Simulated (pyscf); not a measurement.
**`[F][Si]([F])[F]`, doublet**

Gas-phase minimum from PySCF at ωB97X-D3(BJ)/def2-SVP, one conformer. 

```xyz
4

F     -0.1274     0.2546     0.8409
Si    -1.4009    -0.6202     0.3804
F     -0.8606    -1.8323    -0.5352
F     -2.3292     0.3167    -0.5465
```
Charge 0, spin multiplicity 2.

Bonded distances (Å): F1–Si2 1.612, Si2–F3 1.612, Si2–F4 1.612. Angles (°): F1–Si2–F3 107.8, F1–Si2–F4 107.7, F3–Si2–F4 107.7.

Properties at ωB97X-D3(BJ)/def2-SVP:

```
Property                                                                                                                                           Value
---------------------------------------------------------------------------------------------------------------------  ---------------------------------
Harmonic wavenumbers, unscaled                                                                                         277, 278, 393, 830, 967, 967 cm⁻¹
Zero-point energy                                                                                                                           5.3 kcal/mol
Rotational symmetry number                                                                                                                             3
Entropy of this conformer at 298 K and 1 atm, rigid rotor and harmonic oscillator, modes under 100 cm⁻¹ raised to 100                    283.7 J/(mol K)
Dipole moment                                                                                                                                     1.42 D
Spin expectation value S2                                                                                                                          0.751
```

Single-point totals, which compare only within one level (frozen core for MP2 and CC):

| level | total energy (hartree) |
|---|---|
| ωB97X-D3(BJ)/def2-TZVP | -589.33667 |
| PBE/def2-TZVP | -588.88383 |
| r²SCAN/def2-TZVP | -589.17104 |
| B3LYP-D3(BJ)/def2-TZVP | -589.33513 |
| PBE0-D3(BJ)/def2-TZVP | -588.90687 |
| M06-2X/def2-TZVP | -589.19858 |
| ωB97M-D3(BJ)/def2-TZVP | -589.40086 |
| UHF/def2-TZVPP | -587.55881 |
| MP2/def2-TZVPP | -588.39966 |
| CCSD/def2-TZVPP | -588.40050 |
| CCSD(T)/def2-TZVPP | -588.42508 |

The CCSD(T) − MP2 part came from Ansatz, without density fitting, on the same reference.
